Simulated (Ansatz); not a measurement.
`[OH][Ga]([OH])[O][SiH3]` + `O[Si](Cl)(Cl)Cl` → `[SiH3]O[Si](Cl)(Cl)Cl` + `[OH][Ga]([OH])[OH]`  (ligand exchange at the Si–O bond)

Isolated molecules relaxed with PBE0-D4/def2-TZVP in Ansatz; ΔE leaves out vibrations. CBS: MP2 limit from def2 TZ/QZ plus the TZ coupled-cluster correction, frozen cores. Functionals use def2-TZVPP. B3LYP here is the variant with VWN-RPA as its local correlation; programs differ in this. For Ga outer-core shells are correlated without core-valence functions, which leaves a few kJ/mol of doubt a bond. Scalar relativity is left out up to krypton. Each species was taken in one conformer, which may not be the lowest.

`[OH][Ga]([OH])[O][SiH3]`:

Z-matrix (Å, degrees):
```
Si
O 1 1.636
H 1 1.486 2 108.1
H 1 1.488 2 111.1 3 119.6
H 1 1.488 2 111.1 3 -119.5
Ga 2 1.766 1 138.2 3 -179.1
O 6 1.772 2 119.8 1 -179.8
O 6 1.769 2 119.1 1 0.2
H 7 0.960 6 113.1 2 0.0
H 8 0.960 6 113.4 2 180.0
```

`O[Si](Cl)(Cl)Cl`:

Cartesian coordinates in Å:
```
O -1.115 -0.594 0.475
Si 0.220 0.206 0.039
Cl 1.794 -1.056 -0.192
Cl -0.051 1.187 -1.719
Cl 0.608 1.527 1.512
H -1.456 -1.270 -0.115
```

`[SiH3]O[Si](Cl)(Cl)Cl`:

```xyz
9

Si    0.172   -1.139    1.163
O    -0.299    0.202    0.326
Si   -0.219    1.088   -1.002
Cl    1.689    1.694   -1.326
Cl   -1.409    2.708   -0.783
Cl   -0.841    0.009   -2.603
H    -0.515   -1.103    2.473
H     1.643   -1.108    1.347
H    -0.221   -2.351    0.404
```

`[OH][Ga]([OH])[OH]`:

Z-matrix (Å, degrees):
```
Ga
O 1 1.774
O 1 1.774 2 120.0
O 1 1.774 2 120.0 3 -179.9
H 2 0.960 1 113.2 3 -0.0
H 3 0.960 1 113.2 2 -180.0
H 4 0.960 1 113.2 2 -0.0
```

Task: Is it downhill or uphill in electronic energy at CCSD(T)/CBS, and by how much? (Estimate.)

Result: Ansatz gave: Downhill: ΔE = -1.7 kcal/mol.

Task: What do these levels give: PBE-D4, PBE0, B3LYP, SCS-MP2/def2-TZVPP, CCSD/def2-TZVPP, MP2/CBS(def2)? (An estimate is asked.)

Result: Ansatz gave: PBE-D4 -1.4, PBE0 -0.9, B3LYP -1.2, SCS-MP2/def2-TZVPP -1.3, CCSD/def2-TZVPP -1.2, MP2/CBS(def2) -1.9 kcal/mol.

Largest T1 diagnostic among the species: 0.014.

The D4 term adds −0.7 kcal/mol with B3LYP and −0.5 kcal/mol with PBE0; it sums over pairs of atoms, weighted by their polarisabilities, and B3LYP, whose exchange is more repulsive, gets the larger term.
